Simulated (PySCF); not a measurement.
Multinuclear NMR of C4H11NO3Si2

Molfile (atoms numbered from 1):
```
C4H11NO3Si2
     RDKit          3D

 21 20  0  0  0  0  0  0  0  0999 V2000
   -4.3766    0.1648   -0.6186 C   0  0  0  0  0  0  0  0  0  0  0  0
   -2.9492    0.0962   -0.4071 N   0  0  0  0  0  0  0  0  0  0  0  0
   -2.1736    0.6195    1.0244 Si  0  0  0  0  0  4  0  0  0  0  0  0
   -0.5304    0.6055    0.7786 O   0  0  0  0  0  0  0  0  0  0  0  0
    0.1626   -0.4316    0.3351 C   0  0  0  0  0  0  0  0  0  0  0  0
   -0.3504   -1.4878    0.0412 O   0  0  0  0  0  0  0  0  0  0  0  0
    1.5962   -0.1499    0.2385 C   0  0  0  0  0  0  0  0  0  0  0  0
    2.4502   -1.0820   -0.1929 C   0  0  0  0  0  0  0  0  0  0  0  0
    3.7582   -0.9525   -0.3316 O   0  0  0  0  0  0  0  0  0  0  0  0
    4.7897    0.2980   -0.0762 Si  0  0  0  0  0  4  0  0  0  0  0  0
   -4.7527    1.0761   -0.1598 H   0  0  0  0  0  0  0  0  0  0  0  0
   -4.9107   -0.6840   -0.1802 H   0  0  0  0  0  0  0  0  0  0  0  0
   -4.5918    0.1946   -1.6878 H   0  0  0  0  0  0  0  0  0  0  0  0
   -2.5352   -0.6975   -0.8784 H   0  0  0  0  0  0  0  0  0  0  0  0
   -2.3837    2.0521    1.1864 H   0  0  0  0  0  0  0  0  0  0  0  0
   -2.4270   -0.1462    2.2499 H   0  0  0  0  0  0  0  0  0  0  0  0
    1.9227    0.8366    0.5274 H   0  0  0  0  0  0  0  0  0  0  0  0
    2.0795   -2.0640   -0.4716 H   0  0  0  0  0  0  0  0  0  0  0  0
    6.0185   -0.3507   -0.5020 H   0  0  0  0  0  0  0  0  0  0  0  0
    4.4115    1.4436   -0.9024 H   0  0  0  0  0  0  0  0  0  0  0  0
    4.7831    0.6761    1.3361 H   0  0  0  0  0  0  0  0  0  0  0  0
  1  2  1  0
  2  3  1  0
  3  4  1  0
  4  5  1  0
  5  6  2  0
  5  7  1  0
  7  8  2  0
  8  9  1  0
  9 10  1  0
  1 11  1  0
  1 12  1  0
  1 13  1  0
  2 14  1  0
  3 15  1  0
  3 16  1  0
  7 17  1  0
  8 18  1  0
 10 19  1  0
 10 20  1  0
 10 21  1  0
M  END
```

In vacuum, fast rotation and ring inversion assumed for equivalent nuclei, one computed conformer, non-relativistic Hamiltonian. NMR shieldings at PBE0/pcSseg-1/GIAO; geometry from GFN2-xTB; PySCF 2.14.0 with density-fitted response routines.

Q: What are the 29Si shifts?

A: 
| atoms | environment | σ (ppm) | δ (ppm) |
| --- | --- | --- | --- |
| Si3 | silicon bonded to N, O, 2 H | 377.7 | -30.5 |
| Si10 | silicon bonded to O, 3 H | 388.1 | -39.1 |

Shieldings were converted by a linear fit to measured shifts: 29Si (scatter 8.9 ppm rms, 25.8 ppm with the 6 outliers that the fit left out vs TMS, solution or neat liquid). Occasional misses reach two or three times the rms, and more in compound classes unlike the fitted ones.

On a 500 MHz spectrometer 29Si resonates near 99.3 MHz, so 1 ppm is 99.3 Hz.

Q: Predict the 15N NMR data.

A: 
```tsv
atoms	environment	σ (ppm)	δ (ppm)
N2	nitrogen bonded to C, Si, H	248.8	-377.3
```

Shieldings were converted by a linear fit to measured shifts: 15N (scatter 6.3 ppm rms vs CH3NO2, solution or neat liquid). Occasional misses reach two or three times the rms, and more in compound classes unlike the fitted ones.

On a 600 MHz spectrometer 15N resonates near 60.8 MHz, so 1 ppm is 60.8 Hz.

Q: Predict the 17O NMR data.

A: 
```
atoms             environment  σ (ppm)  δ (ppm)
   O6         carbonyl oxygen    -58.6    320.1
   O4  oxygen bonded to C, Si    129.2    149.0
   O9  oxygen bonded to C, Si    220.9     65.5
```

Shieldings were converted by a linear fit to measured shifts: 17O (scatter 10.7 ppm rms, 12.2 ppm with the 3 outliers that the fit left out vs liquid water, solution or neat liquid). A few per cent of atoms miss by over 2 rms, more outside the fitted compound classes.

On a 400 MHz spectrometer 17O resonates near 54.2 MHz, so 1 ppm is 54.2 Hz.
